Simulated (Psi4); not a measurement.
CH4AlO, doublet, geometry from GFN2-xTB (such geometries of metal compounds can be far from the true shape) (the spin is typed, not shown lowest). Base run: CCSD(T)/def2-SV(P) (Psi4).

Input for Psi4:
```
memory 2 GB

molecule mol {
0 2
Al    0.481131   -0.048777    0.114651
C    -0.385849    1.347536   -1.098157
H    -1.119634    1.958684   -0.566734
H    -0.897733    0.894329   -1.950760
H     0.378071    2.021320   -1.493836
O    -0.206980   -1.291608    0.960098
H    -0.644475   -1.992582    1.429023
}

set {
  basis def2-sv(p)
  reference uhf
}

energy('ccsd(t)')
print_variables()
```

Variants of this job, named by their change:

```json
[
 {"change": "base", "ΔE vs base (mEh)": "0.000", "MP2 correlation (Eh)": "-0.36614", "basis functions": "54", "core-seconds (rough)": "60", "outcome": "converged"},
 {"change": "method = mp3", "ΔE vs base (mEh)": "…", "MP2 correlation (Eh)": "-0.36597", "basis functions": "54", "core-seconds (rough)": "5", "outcome": "converged"},
 {"change": "cc_type = df", "ΔE vs base (mEh)": "-", "MP2 correlation (Eh)": "-", "basis functions": "-", "core-seconds (rough)": "-", "outcome": "input refused"},
 {"change": "method = omp2", "ΔE vs base (mEh)": "…", "MP2 correlation (Eh)": "-0.36597", "basis functions": "54", "core-seconds (rough)": "10", "outcome": "converged"},
 {"change": "method = mp2", "ΔE vs base (mEh)": "34.914", "MP2 correlation (Eh)": "-0.36597", "basis functions": "54", "core-seconds (rough)": "4", "outcome": "converged"},
 {"change": "method = mp2.5", "ΔE vs base (mEh)": "26.440", "MP2 correlation (Eh)": "-0.36597", "basis functions": "54", "core-seconds (rough)": "5", "outcome": "converged"},
 {"change": "method = scs-mp2", "ΔE vs base (mEh)": "40.751", "MP2 correlation (Eh)": "-0.36614", "basis functions": "54", "core-seconds (rough)": "5", "outcome": "converged"},
 {"change": "freeze_core = on", "ΔE vs base (mEh)": "13.608", "MP2 correlation (Eh)": "-0.35238", "basis functions": "54", "core-seconds (rough)": "20", "outcome": "converged"},
 {"change": "method = lccd", "ΔE vs base (mEh)": "5.245", "MP2 correlation (Eh)": "-0.36614", "basis functions": "54", "core-seconds (rough)": "20", "outcome": "converged"},
 {"change": "method = cisd", "ΔE vs base (mEh)": "-", "MP2 correlation (Eh)": "-", "basis functions": "-", "core-seconds (rough)": "-", "outcome": "input refused"}
]
```

### Question
Complete the blanks.

### Answer

- method = mp3, ΔE vs base (mEh): 17.966
- method = omp2, ΔE vs base (mEh): 29.808

Open shells are given as the SCF converged; they aren't shown to be the lowest states, and a large step between rows can be another state.

- cc_type = df: ended with `psi4.driver.p4util.exceptions.MissingMethodError: Method=ccsd(t) is not available for any derivative level under conditions CC_TYPE=DF, REFERENCE=UHF, FREEZE_CORE=FALSE, QC_MODULE=(auto). See https://psicode.org/psi4manual/master/introduction.html#ss-ccsd-prt-`
- method = cisd: ended with `psi4.driver.p4util.exceptions.MissingMethodError: Method=cisd is not available for any derivative level under conditions CI_TYPE=CONV, REFERENCE=UHF, FREEZE_CORE=FALSE, QC_MODULE=(auto). See https://psicode.org/psi4manual/master/introduction.html#ss-cisd. Or d`
